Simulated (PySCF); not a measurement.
A species of formula C3H8BFO has this rotational fingerprint, computed with PBE0-D3(BJ)/def2-SVP geometry optimisation, gas phase in PySCF:

```
Rotational constants : A = 4963, B = 3544, C = 2353 MHz
Dipole components    : |μa| = 3.55 D, |μb| = 4.26 D, |μc| = 0.47 D
Inertial defect      : -29.66 u·Å²
κ                    : -0.09
```

Question: Which candidate fits, each taken in the one conformer that was computed?
A. `[CH3:1][BH:2][O:3][C@@H:4]([CH3:5])[F:6]` with C1–B2–O3–C4 -1°, B2–O3–C4–C5 175°
B. `[CH3:1][CH:2]([CH3:3])[O:4][BH:5][F:6]` with C1–C2–O4–B5 139°, C2–O4–B5–F6 0°
C. `[BH3-:1][O+:2]1[CH2:3][CH2:4][C@@H:5]1[F:6]` with B1–O2–C3–C4 136°, O2–C3–C4–C5 -8°, C3–C4–C5–F6 121°, B1–O2–C5–C4 -136°

Answer: C. It is [BH3-][O+]1CC[C@@H]1F, an asymmetric top, point group C1. The candidates at the same level (rigid rotor, commonest isotopes):

```tsv
SMILES	A (MHz)	B (MHz)	C (MHz)	μa (D)	μb (D)	μc (D)	Δ (u·Å²)	point group	rotor
CBO[C@@H](C)F	6734	2398	1977	0.67	0.09	1.54	-30.25	C1	asymmetric top
[BH3-][O+]1CC[C@@H]1F	4963	3544	2353	3.55	4.26	0.47	-29.66	C1	asymmetric top
CC(C)OBF	6061	2246	1984	1.60	0.35	0.53	-53.73	C1	asymmetric top
```

`CC(C)OBF` has B 37 % too low; `CBO[C@@H](C)F` has A 36 % too high. No structure here is proved a minimum.
